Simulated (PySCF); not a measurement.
Rh²⁺ (rhodium, charge +2): UHF calculation

Configuration: [Kr] 4d6 5s1, high-spin 6D determinant (an excited configuration). All numbers are calculated (PySCF 2.14, the spin-free X2C one-electron Hamiltonian (Gaussian nucleus), in ANO-RCC-VTZP (7s6p4d2f1g, 68 functions)).

| Item | Value |
| --- | --- |
| Total energy | -4780.031692 hartree |
| One-electron energy | -6552.3731 hartree |
| Hartree (Coulomb) energy | 1909.3708 hartree |
| Exchange energy | -137.0294 hartree |
| ⟨S²⟩ | 8.7525 |
| ⟨L²⟩ | 6.028 |
| Sum of ⟨r⟩ | 27.37 bohr |
| Sum of ⟨r²⟩ | 35.97 bohr² |
| Traceless quadrupole moment −½Σ⟨3z² − r²⟩ along its main axis | 0.495 e·bohr² |
| Langevin diamagnetic susceptibility | -28.5 ×10⁻⁶ cm³/mol |

| shell | electrons | mean orbital energy (eV) | spread (eV) | rms radius, mean of both spins (bohr) |
| --- | --- | --- | --- | --- |
| 1s α | 1 | -23366.1 | 0 | 0.0374 |
| 1s β | 1 | -23366.1 | 0 | 0.0374 |
| 2s α | 1 | -3493.5 | 0 | 0.154 |
| 2s β | 1 | -3492.2 | 0 | 0.154 |
| 2p α | 3 | -3128.4 | 0.334 | 0.137 |
| 2p β | 3 | -3127.1 | 0.035 | 0.137 |
| 3s α | 1 | -682.08 | 0 | 0.415 |
| 3s β | 1 | -681.25 | 0 | 0.415 |
| 3p α | 3 | -558.61 | 0.665 | 0.418 |
| 3p β | 3 | -557.75 | 0.436 | 0.418 |
| 3d α | 5 | -361.39 | 0.794 | 0.403 |
| 3d β | 5 | -359.59 | 1.231 | 0.403 |
| 4s α | 1 | -131.19 | 0 | 1.04 |
| 4s β | 1 | -123.48 | 0 | 1.04 |
| 4p α | 3 | -93.902 | 1.664 | 1.15 |
| 4p β | 3 | -84.468 | 1.385 | 1.15 |
| 4d α | 5 | -38.667 | 1.962 | 1.50 |
| 4d β | 1 | -34.256 | 0 | 1.50 |
| 5s α | 1 | -24.446 | 0 | 3.04 |

Densities and radii are taken from the X2C orbitals without a picture-change correction, which distorts them close to the nucleus.

Spin-orbit constants ζ (cm⁻¹) from the X2C one-electron operator on these orbitals: bare nucleus, nucleus screened by l(l+1)(2l+1)/3 electrons, and screened by the Breit-Pauli mean field of the electrons.

```
shell    bare  screened nucleus  mean field
   2p  783400            748600         n/a
   3p  136400            130300         n/a
   3d   19800             15400         n/a
   4p   20230             19330         n/a
   4d    1884              1465         n/a
```

To first order the Landé constant is A = -293.0 cm⁻¹, so the lowest level has J = 9/2 and lies 0.182 eV below the centre of the term. This holds in LS coupling only.
